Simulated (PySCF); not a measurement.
Ga(OH)2(OMe) (CH5GaO3), SMILES [Ga]([O]C)([OH])[OH]. Atoms are numbered in the order given.

```xyz
10

Ga     0.1026     0.2987     0.1885
O      1.1829     1.7320     0.2415
H      1.7493     1.7550    -0.5527
O     -1.0666    -0.0272     1.5124
H     -1.0019     0.6646     2.1970
O      0.1914    -0.8225    -1.2069
C     -0.6341    -1.9714    -1.3035
H     -1.2420    -1.9268    -2.2356
H     -0.0065    -2.8900    -1.3580
H     -1.3367    -2.0937    -0.4484
```

Geometry: PBE-D3(BJ)/def2-SVP. The structure was generated by enumeration; whether it is a known compound was not checked. Other conformers were not sampled.

Calculation: PBE-D3(BJ)/def2-SVP run with PySCF 2.14.0.

Frequencies are harmonic and unscaled.

A small imaginary wavenumber (i) marks a very flat motion, where grid noise or a shallow saddle decides the sign.

Computed harmonic wavenumbers and intensities:
```tsv
mode	ν (cm⁻¹)	IR (km/mol)	moving atoms (share of kinetic energy)
1	18i	0.2	H 90 %, O 10 %
2	88	5.8	O 49 %, H 26 %, C 20 %
3	102	4.9	O 41 %, C 28 %, H 20 %, Ga 11 %
4	165	20.0	O 73 %, H 13 %, Ga 13 %
5	179	27.6	O 56 %, Ga 40 %
6	266	11.8	O 45 %, C 25 %, H 16 %, Ga 14 %
7	296	184.4	H 93 %
8	323	1.5	H 91 %, O 9 %
9	586	9.3	O 78 %, C 10 %
10	675	72.8	O 73 %, Ga 21 %
11	711	99.8	O 74 %, Ga 25 %
12	828	45.1	H 93 %
13	853	135.1	H 89 %
14	1088	188.4	O 47 %, C 41 %, H 11 %
15	1132	0.2	H 77 %, C 19 %
16	1160	15.7	H 65 %, C 21 %, O 14 %
17	1417	0.9	H 96 %
18	1423	16.0	H 90 %, C 9 %
19	1426	9.2	H 95 %
20	2916	97.7	H 98 %
21	2994	39.1	H 90 %, C 10 %
22	3001	28.9	H 90 %, C 10 %
23	3727	62.6	H 94 %
24	3732	56.5	H 94 %
```
